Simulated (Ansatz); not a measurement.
`C[CH](C)[Mg][NH2]` and `C[CH](C)[Sn][F]` differ in one atom or group.

Ansatz, PBE0-D4/def2-TZVP geometries, multiplicity 1. Each molecule was computed in one conformer, which needn't be the lowest.

Elements past krypton have def2 core potentials.

| property | `C[CH](C)[Mg][NH2]` |
| --- | --- |
| size of the dipole moment (B3LYP/def2-TZVPP) / D | 0.38 |
| HOMO–LUMO gap (B3LYP/def2-TZVPP) / eV | 4.98 |
| HOMO energy (ωB97M-V/def2-TZVPP) / eV | -8.35 |
| HOMO–LUMO gap (PBE/def2-TZVPP) / eV | 3.44 |
| HOMO–LUMO gap (PBE0/def2-TZVPP) / eV | 5.46 |
| LUMO energy (B3LYP/def2-TZVPP) / eV | -0.94 |

(1) Give the same properties after the change, and the shifts. (Best estimate.)

## Answers

(1) Computed: 
```json
{"property": "size of the dipole moment (B3LYP/def2-TZVPP) / D", "`C[CH](C)[Sn][F]`": "2.74", "shift": "2.36"}
{"property": "HOMO–LUMO gap (B3LYP/def2-TZVPP) / eV", "`C[CH](C)[Sn][F]`": "3.21", "shift": "-1.77"}
{"property": "HOMO energy (ωB97M-V/def2-TZVPP) / eV", "`C[CH](C)[Sn][F]`": "-8.22", "shift": "0.13"}
{"property": "HOMO–LUMO gap (PBE/def2-TZVPP) / eV", "`C[CH](C)[Sn][F]`": "1.90", "shift": "-1.54"}
{"property": "HOMO–LUMO gap (PBE0/def2-TZVPP) / eV", "`C[CH](C)[Sn][F]`": "3.65", "shift": "-1.81"}
{"property": "LUMO energy (B3LYP/def2-TZVPP) / eV", "`C[CH](C)[Sn][F]`": "-2.80", "shift": "-1.86"}
```

Dipoles are sizes alone; their direction can turn.

B3LYP here is the variant with VWN-RPA as its local correlation; programs differ in this.
